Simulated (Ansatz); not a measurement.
Process, species as SMILES: CB(I)I [diiodo(methyl)borane] -> [CH2-]B(I)I + H+
Structures are relaxed separately at B3LYP-D3(BJ)/def2-TZVP in Ansatz (a program for electronic structure), one conformer each, not searched for the lowest.

Quantity: gas-phase deprotonation energy (electronic energy difference), in kJ/mol. Cores are frozen in the correlated levels unless marked. Spin-orbit coupling is left out. The frozen core is the preceding noble-gas configuration, with the filled d and f shells of earlier blocks. In def2 rows, elements after Kr have scalar-relativistic effective core potentials. Anions need diffuse functions: def2-D sets add few; the other sets have none. Basis-set limits of correlation are two-point, X^-3; Hartree-Fock from the larger set.

| level | program | gas-phase deprotonation energy (kJ/mol) |
|---|---|---|
| BLYP-D3(BJ)/def2-TZVPD | Ansatz + dftd3 | 1450.7 |

### Question
Predict the CCSD(T)/CBS(def2-TZVPPD,def2-QZVPPD) result (Ansatz).

### Answer
1445.4 kJ/mol
